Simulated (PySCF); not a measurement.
Species: C8H11 (charge -1).
Atom-mapped SMILES: `[C-:1]#[C:2][CH2:3][CH2:4]/[CH:5]=[CH:6]\[CH2:7][CH3:8]` (hydrogens: H9, H10 on C3; H11, H12 on C4; H13 on C5; H14 on C6; H15, H16 on C7; H17, H18, H19 on C8)

The geometry is computed with GFN2-xTB (gas phase).

Question: Give the optimised bond lengths and angles.

Answer: 
```json
{"bond": "C1≡C2", "length (pm)": "122.7"}
{"bond": "C2–C3", "length (pm)": "147.9"}
{"bond": "C3–C4", "length (pm)": "155.7"}
{"bond": "C4–C5", "length (pm)": "148.1"}
{"bond": "C5=C6", "length (pm)": "134.0"}
{"bond": "C6–C7", "length (pm)": "149.9"}
{"bond": "C7–C8", "length (pm)": "153.2"}
{"bond": "C3–H9, C3–H10", "length (pm)": "110.6"}
{"bond": "C4–H11, C4–H12", "length (pm)": "109.3"}
{"bond": "C5–H13", "length (pm)": "108.7"}
{"bond": "C6–H14", "length (pm)": "108.6"}
{"bond": "C7–H15, C7–H16", "length (pm)": "109.3"}
{"bond": "C8–H17, C8–H18, C8–H19", "length (pm)": "108.9"}
```

Bonds in one row agree within 1 pm and their mean is given. A selection of angles:
```json
{"angle": "C1–C2–C3", "degrees": "175.9"}
{"angle": "C2–C3–C4", "degrees": "112.0"}
{"angle": "C2–C3–H9", "degrees": "111.0"}
{"angle": "C4–C3–H9", "degrees": "107.9"}
{"angle": "H9–C3–H10", "degrees": "106.8"}
{"angle": "C3–C4–C5", "degrees": "109.8"}
{"angle": "C3–C4–H11", "degrees": "108.6"}
{"angle": "C3–C4–H12", "degrees": "107.9"}
{"angle": "C5–C4–H11", "degrees": "112.2"}
{"angle": "C5–C4–H12", "degrees": "110.2"}
{"angle": "H11–C4–H12", "degrees": "108.0"}
{"angle": "C4–C5–C6", "degrees": "127.8"}
{"angle": "C4–C5–H13", "degrees": "114.5"}
{"angle": "C6–C5–H13", "degrees": "117.3"}
{"angle": "C5–C6–C7", "degrees": "126.1"}
{"angle": "C5–C6–H14", "degrees": "119.1"}
{"angle": "C7–C6–H14", "degrees": "114.8"}
{"angle": "C6–C7–C8", "degrees": "111.4"}
{"angle": "C6–C7–H15", "degrees": "109.6"}
{"angle": "C8–C7–H15", "degrees": "108.8"}
{"angle": "H15–C7–H16", "degrees": "107.7"}
{"angle": "C7–C8–H17", "degrees": "109.9"}
{"angle": "C7–C8–H18", "degrees": "111.0"}
{"angle": "H17–C8–H18", "degrees": "108.6"}
{"angle": "H17–C8–H19", "degrees": "108.2"}
```

Torsions: C2–C3–C4–C5 -179° (antiperiplanar); C3–C4–C5–C6 -98° (anticlinal); C4–C5–C6–C7 -8° (synperiplanar); C5–C6–C7–C8 -101° (anticlinal). The mirror-image conformer, all signs reversed, is as good.

C6 (alkene CH carbon) is planar (angles 126.1°, 119.1° and 114.8°, sum 360.0°, 0.02 Å off the plane of its three neighbours). C5 (alkene CH carbon) is planar (angles 127.8°, 117.3° and 114.5°, sum 359.6°, 0.05 Å off the plane of its three neighbours). Of the pairs four or more bonds apart, H11···H16 is among the closest relative to their van der Waals radii: 2.14 Å, 89 % of the sum of Bondi's values. The C–C distances run from 1.227 Å (C1≡C2, drawn triple) to 1.557 Å (C3–C4, drawn single), a spread of 0.330 Å.

Point group: C1 (no symmetry element, even within 0.4 Å). Not checked by GFN2-xTB frequencies.
